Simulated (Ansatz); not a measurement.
A run on C2H4FNOSi, SMILES `O[SiH]1CN=C1F` with other settings.

```yaml
crystal:
  periodic: [false, false, false]
  atoms:
    - {symbol: O, position_ang: [-0.160348, -2.104964, -0.499166]}
    - {symbol: Si, position_ang: [0.463405, -0.596307, -0.405671]}
    - {symbol: C, position_ang: [0.284598, 0.516541, 1.110204]}
    - {symbol: N, position_ang: [-0.409562, 1.532312, 0.261288]}
    - {symbol: C, position_ang: [-0.525998, 0.936469, -0.852834]}
    - {symbol: F, position_ang: [-1.131058, 1.502667, -1.881533]}
    - {symbol: H, position_ang: [-1.046334, -2.258616, -0.166986]}
    - {symbol: H, position_ang: [1.799276, -0.692892, -1.036333]}
    - {symbol: H, position_ang: [1.184552, 0.936227, 1.563061]}
    - {symbol: H, position_ang: [-0.375231, 0.177463, 1.910869]}
basis:
  gaussian: {orbitals: cc-pVDZ}
hamiltonian: {xc: {name: revPBE0}, dispersion: d4, pseudopotentials: {relativity: none}}
output: {forces: true}
```

```sh
$ ansatz run in.yaml --threads 4 --pin off --events-out ev --progress --plain --max-ram 10444MiB
```

Shortened log:

```
Functional definition: revPBE0
1012 factors; integrals over basis functions are off by at most 1.1e-3 eV
mean field evaluation 1: about -16257.8916 eV, gradient 6.0e1 eV
mean field evaluation 2: about -16248.7047 eV, gradient 8.9e1 eV
mean field evaluation 4: about -16264.8543 eV, gradient 4.7e0 eV
mean field evaluation 8: about -16265.1788 eV, gradient 1.0e0 eV
mean field evaluation 16: about -16265.1814 eV, gradient 7.0e-4 eV
mean field -16265.18136573 eV, -597.7343902546 hartree, gradient 9.7e-6 eV, S^2 0.000000; 0 other end points of the search recorded, 0 dependent functions left out
reference -16265.18139478 eV, -597.7343913223 hartree; 27, 27 occupied and 81, 81 virtual orbitals, 1012 factors
Total energy: -16265.70385003 eV, -597.7535911986 hartree
Atom 0 at    -0.160348    -2.104964    -0.499166 Å, force    -0.259037    -1.305190    -0.187480 eV/Å
Atom 1 at     0.463405    -0.596307    -0.405671 Å, force     0.482474     0.779641    -0.042757 eV/Å
Atom 2 at     0.284598     0.516541     1.110204 Å, force    -0.074637     0.097955    -0.124763 eV/Å
Atom 3 at    -0.409562     1.532312     0.261288 Å, force    -0.059329     0.595401     0.610744 eV/Å
Atom 4 at    -0.525998     0.936469    -0.852834 Å, force     0.033314    -0.304136    -0.267316 eV/Å
Atom 5 at    -1.131058     1.502667    -1.881533 Å, force    -0.200760     0.170727    -0.349068 eV/Å
Atom 6 at    -1.046334    -2.258616    -0.166986 Å, force    -0.217953     0.002537     0.089902 eV/Å
Atom 7 at     1.799276    -0.692892    -1.036333 Å, force     0.215610    -0.042580    -0.100641 eV/Å
Atom 8 at     1.184552     0.936227     1.563061 Å, force     0.264818     0.112579     0.136770 eV/Å
Atom 9 at    -0.375231     0.177463     1.910869 Å, force    -0.184501    -0.106933     0.234608 eV/Å
Dipole moment:    -0.009107    -0.448876     0.244685 e Å
```

Run time 1.3 s (4 threads of an Arm Neoverse V2 on a shared host); peak host memory 0.21 GiB.
